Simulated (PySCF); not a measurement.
CH7Cl2NSi2, SMILES [SiH3]CN[SiH](Cl)Cl.

Geometry: B3LYP-D3(BJ)/def2-SVP. The structure was generated by enumeration, and PubChem lists no compound with its InChIKey, so it may never have been made. Other conformers were not sampled.

Method: TDA-PBE/def2-SVPD in PySCF.

Vertical excitations. Gas-phase values at a fixed geometry.

Computed UV-visible absorptions:
```csv
state,energy (eV),λ (nm),f,main pairs
S1,5.22,238,0.012,HOMO→LUMO 99 %
S2,5.64,220,0.036,HOMO→LUMO+1 91 %
S3,6.00,207,0.021,HOMO→LUMO+2 89 %
S4,6.27,198,0.023,HOMO→LUMO+3 86 %
S5,6.42,193,0.090,HOMO→LUMO+4 91 %
S6,6.52,190,0.021,HOMO→LUMO+5 83 %
S7,6.65,187,0.013,HOMO→LUMO+6 89 %
S8,6.82,182,0.004,HOMO→LUMO+7 94 %
S9,6.91,179,0.012,"HOMO−1→LUMO 79 %, HOMO−2→LUMO 12 %"
S10,6.93,179,0.021,HOMO→LUMO+8 93 %
T1,5.12,242,0,HOMO→LUMO 100 %
T2,5.35,232,0,HOMO→LUMO+1 98 %
T3,5.74,216,0,HOMO→LUMO+2 98 %
T4,5.99,207,0,HOMO→LUMO+3 97 %
```
Triplets are in the Tamm–Dancoff approximation.
